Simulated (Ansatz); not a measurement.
Relaxation of a periodic cell of 18 atoms, CSO (contents 6 OCS, density as packed 1.50 g/cm³ with natural masses), to a largest force component of 0.3 eV/Å in at most 15 steps.

Computed with DFT LDA, scalar-relativistic, plane waves, PAW (Ansatz). Settings: cutoff 420 eV, k mesh 1x1x1, fermi-dirac smearing 0.05 eV, no spin polarisation.

```xyz
18
Lattice="7.3582 0.0000 0.0000 0.0000 7.3582 0.0000 0.0000 0.0000 7.3582" Properties=species:S:1:pos:R:3
O 5.847 4.546 2.501
C 5.873 4.788 1.348
S 5.907 5.109 -0.184
O 1.576 3.025 1.613
C 2.007 2.972 2.709
S 2.579 2.902 4.165
O 3.468 0.640 -1.183
C 3.421 0.446 -0.021
S 3.359 0.188 1.522
O 0.541 4.763 4.636
C 0.770 5.910 4.491
S 1.073 7.434 4.298
O 5.363 2.169 4.216
C 6.078 2.173 5.154
S 7.027 2.179 6.398
O 5.388 7.113 3.003
C 6.072 7.210 2.048
S 6.981 7.337 0.780
```

Problem. Where does it end, and by what steps?

Solution. The forces met the threshold. The threshold is loose, so the end isn't yet a minimum. Limits of this set-up: coarse k mesh. After 10 steps the energy has fallen by 2.125 eV; S3 moved furthest, 1.46 Å.

```csv
step,energy less start (eV),largest force component (eV/Å),accepted
0,0.0000,2.036,yes
1,-0.9064,0.875,yes
2,-1.2329,0.391,yes
3,-1.4482,0.425,yes
4,-1.6186,0.581,yes
5,-1.7633,0.821,yes
6,-1.8870,0.987,yes
7,-1.9797,0.877,yes
8,-2.0653,0.429,yes
9,-2.1029,0.387,yes
10,-2.1248,0.108,yes
```

```xyz
18
Lattice="7.3582 0.0000 0.0000 0.0000 7.3582 0.0000 0.0000 0.0000 7.3582" Properties=species:S:1:pos:R:3
O 5.144 4.091 1.426
C 4.977 4.497 0.350
S 4.761 5.057 -1.087
O 1.655 3.710 1.715
C 2.262 3.433 2.667
S 3.093 3.062 3.929
O 3.965 1.282 -1.293
C 3.591 0.992 -0.232
S 3.091 0.602 1.184
O 0.110 4.822 4.403
C 0.862 5.684 4.593
S 1.857 6.852 4.834
O 6.318 2.032 4.327
C 6.747 2.123 5.401
S 7.330 2.265 6.838
O 4.972 6.582 3.730
C 5.770 6.780 2.912
S 6.823 7.039 1.800
```

The run took 28 s on 1 thread of Arm Neoverse V1 (shared host), peak memory 0.37 GiB.
